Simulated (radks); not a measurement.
All-electron atom: the molybdenum ion Mo3+ in [Ar] 3d10 4s2 4p4 4d3 5s2 (not the ground configuration).

All-electron calculation, Dirac Kohn-Sham, exchange-only PBE, spin-unpolarised, spherical densities, point nucleus; open shells fill j = l - 1/2 first. Program: a radial shooting solver on a logarithmic mesh with Libxc functionals.

Energy parts (hartree):
total: -4042.07161
kinetic: 4193.72325
electron-nucleus: -9705.16409
Hartree: 1589.32752
exchange: -119.95829

Orbitals (lengths in bohr, moments of r in powers of bohr; r(max) is where P^2 peaks):
orbital  occ.  eigenvalue (hartree)   r(max)      <r^4>     <r^2>
1s1/2       2             -729.9742  0.02287  7.207e-06  0.001669
2s1/2       2             -104.5935   0.1297   0.001333   0.02779
2p1/2       2             -96.37065   0.1009  0.0008854   0.02098
2p3/2       4             -92.45266   0.1047  0.0009913   0.02235
3s1/2       2             -19.23279   0.3837    0.06862    0.2105
3p1/2       2             -16.10361   0.3708    0.07100    0.2085
3p3/2       4             -15.45754   0.3801    0.07799    0.2187
3d3/2       4              -9.92547   0.3206    0.08094    0.2046
3d5/2       6              -9.80295   0.3234    0.08343    0.2079
4s1/2       2              -3.93578   0.9758      2.516     1.303
4p1/2       2              -3.00958    1.032      3.552     1.523
4p3/2       2              -2.90655    1.054      3.871     1.590
4d3/2       3              -1.50019    1.236      10.76     2.527
4d5/2       0              -1.48717    1.244      11.05     2.561
5s1/2       2              -1.10237    2.343      75.70     7.271
5p1/2       0              -0.86734    2.643      128.1     9.419
5p3/2       0              -0.84987    2.694      137.2     9.760
5d3/2       0              -0.52934    3.674      443.1     17.55
5d5/2       0              -0.52720    3.692      449.9     17.69
6s1/2       0              -0.49026    4.886       1031     27.53
4f5/2       0              -0.44398    2.781      299.3     13.09
4f7/2       0              -0.44384    2.783      299.9     13.10

The highest occupied level is 5s1/2 at -29.997 eV. The configuration is held as typed, so some empty levels lie below it. The density falls to 0.001 e/bohr^3 at r = 4.01 bohr. Summed over all electrons, <r^2> = 34.92 bohr^2, which gives a Langevin (diamagnetic) susceptibility term of -27.7 x 10^-6 cm^3/mol.
